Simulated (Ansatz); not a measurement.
C2H4ClFOSi (`FC1(CCl)O[SiH2]1`). Charge 0, multiplicity 1. Geometry: relaxed with PBE0-D4/def2-TZVP. It is one conformer, not always the lowest.

```xyz
10

F    -0.574   -1.565    0.808
C    -0.135   -0.446    0.169
C     0.977    0.202    0.924
Cl    2.421   -0.839    1.019
O     0.111   -0.697   -1.204
Si   -1.207    0.334   -1.090
H     1.274    1.127    0.432
H     0.657    0.413    1.943
H    -2.528   -0.239   -1.413
H    -0.996    1.710   -1.589
```

(1) What is the dipole moment at r2SCAN/def2-TZVPP? (An estimate is asked.)

(2) And with PBE, B3LYP, ωB97M-V? (An estimate is asked.)

(3) Give the Mulliken charges with r2SCAN, B3LYP, PBE in def2-TZVPP. (Best estimate.)

Results:

(1) Ansatz gave: 3.99 D, with components (-2.34, 3.19, -0.53) D in this frame, pointing from negative to positive charge.

(2) The calculation gave: PBE 3.77 D, B3LYP 4.15 D, ωB97M-V 4.20 D.

(3) Ansatz gave: 
```csv
atom,r2SCAN,B3LYP,PBE
F1,-0.20,-0.21,-0.16
C2,0.22,0.28,0.22
C3,0.03,-0.08,-0.10
Cl4,-0.16,-0.15,-0.14
O5,-0.36,-0.36,-0.28
Si6,0.45,0.39,0.32
H7,0.06,0.11,0.11
H8,0.08,0.12,0.12
H9,-0.05,-0.04,-0.03
H10,-0.06,-0.05,-0.05
```

B3LYP here is the variant with VWN-RPA as its local correlation; programs differ in this.
